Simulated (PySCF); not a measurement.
# One molecule, several mistakes: AlGeH3O

Calculated results; nothing here was measured. They come from PySCF 2.14.0, an open-source quantum chemistry program, on an isolated molecule that a program drew, which may never have been made. The molecule is AlGeH3O (charge 0, singlet), drawn as the SMILES string `[OH][Ge][AlH2]`.

Each row is a Hartree-Fock (HF) and frozen-core CCSD(T) single point in the cc-pV(D+d)Z basis, meant for a local HF minimum. Run 1 is clean. Each other run has one planted mistake out of seven kinds, and not every kind appears here: one electron removed, one electron added, multiplicity raised by two, geometry at a saddle point, minimal basis STO-3G, one bond length entered in bohr, all coordinates scaled. The reference is restricted for singlets and unrestricted otherwise, and also for a bond in bohr. Adding or removing an electron swaps singlet and doublet. Electrons count all cores. HOMO and LUMO are orbital energies over both spins, the gradient is its largest component, and the lowest frequency (negative if imaginary) is given only where the gradient is small. Bond lengths are over the 5 bonds as drawn. T1 is the CCSD diagnostic: over 0.02 (restricted) or 0.045 (unrestricted) a single reference is doubtful. Germanium has the cc-pVDZ-PP basis, with a core potential (ECP10MDF) in place of its 10 inner electrons, and its 3s, 3p and 3d shells are frozen in CCSD(T).

Geometry of the clean run:
```xyz
6
AlGeH3O, angstrom
O    -2.9650    4.2375   -0.0580
Ge   -3.0120    2.7537   -1.0625
Al   -0.5207    1.9580   -0.5055
H    -2.1800    4.4493    0.4262
H     0.3589    2.8491    0.4849
H     0.1667    0.6491   -1.0907
```

| run | electrons | basis functions | <S^2> | HOMO (eV) | LUMO (eV) | gradient (hartree/bohr) | lowest frequency (cm^-1) | mean bond (Å) | longest bond (Å) | T1 | HF (hartree) | CCSD(T) (hartree) | mistake |
|---|---|---|---|---|---|---|---|---|---|---|---|---|---|
| 1 | 56 | 75 | 0.000 | -7.75 | -0.14 | 1.3e-05 | 83 | 1.7199 | 2.674 | 0.0212 | -611.89026 | -612.26593 | no fault |
| 2 | 55 | 75 | 0.778 | -15.43 | -6.21 | 4.1e-02 | - | 1.7199 | 2.674 | 0.0278 | -611.63501 | -611.98831 | one electron removed |
| 3 | 56 | 75 | 1.149 | -7.60 | 0.36 | 1.2e-02 | - | 2.0388 | 3.387 | 0.0424 | -611.81517 | -612.14029 | ? |
| 4 | 56 | 75 | 2.027 | -7.03 | -0.15 | 2.4e-02 | - | 1.7199 | 2.674 | 0.0285 | -611.87231 | -612.23326 | ? |

**Which mistake was planted in run 3, and what did it cost?**

The mean bond changes by a factor of 1.185 and the longest by 1.267, so the molecule wasn't scaled as a whole. A length L in bohr read as angstrom grows by (1/0.5292 - 1) L = 0.890 L. The 5 bonds together grew by 5 x 0.3189 = 1.595 Å, which gives L = 1.792 Å. That is bond O1-Ge2, 1.793 Å in the clean geometry. So the mistake is: one bond length entered in bohr. Subtracting run 1 and multiplying by 627.51 kcal/mol a hartree, the energy moved by 47.1 kcal/mol in HF and 78.8 kcal/mol in CCSD(T).

**Which mistake was planted in run 4, and what did it cost?**

Electrons, basis and geometry are unchanged, and <S^2> is 2.027, beside S(S+1) = 2.00 for a multiplicity of 3. So the mistake is: multiplicity raised by two. Subtracting run 1 and multiplying by 627.51 kcal/mol a hartree, the energy moved by 11.3 kcal/mol in HF and 20.5 kcal/mol in CCSD(T).

Cautions from the logs. Run 1: T1 is over the limit, so its CCSD(T) energy is less reliable.
